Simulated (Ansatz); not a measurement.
Species: H3AlBrSi, SMILES `[SiH3][Al][Br]` (charge 0, multiplicity 2), formula H3AlBrSi.

Question: How many basis functions does frozen-core CCSD(T)/cc-pVTZ // PBE0-D3(BJ)/def2-TZVP run with Ansatz (a first-principles code) use, how many core orbitals are frozen, and how many electrons are correlated?

Answer: 153 basis functions and 19 frozen orbitals, which leaves 27 correlated electrons (filled d shells below the valence shell are correlated). Core time is of the order of minutes.
